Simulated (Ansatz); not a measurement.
Basis-set extrapolation for `BN(C=N)CF` (PBE0-D4/def2-TZVP geometry, frozen core, the Gaussian-basis code of Ansatz). Multiplicity 1, RHF reference.

```tsv
	def2-TZVPP	def2-QZVPP
HF	-312.388201	-312.402332
MP2 correlation	-1.084376	-1.164576
CCSD(T) correlation	-1.164203	not run
```

Energies in hartree. Use E(X) = E(∞) + A·exp(−7.88·√X) for Hartree–Fock and E(X) = E(∞) + B·X^(−2.97) for correlation, with X = 3 and 4, and add CCSD(T) minus MP2 of the smaller set to the MP2 limit.

Question: What is the CCSD(T) energy at the basis-set limit?

Answer: HF limit: -312.402332 + (-0.014131) × 0.13774 = -312.40428. MP2 limit: -1.164576 + (-0.080200) × 0.74074 = -1.22398. Higher-order term: -1.164203 − (-1.084376) = -0.07983. Total: -313.70809 hartree, 4.24 eV below CCSD(T)/def2-TZVPP.
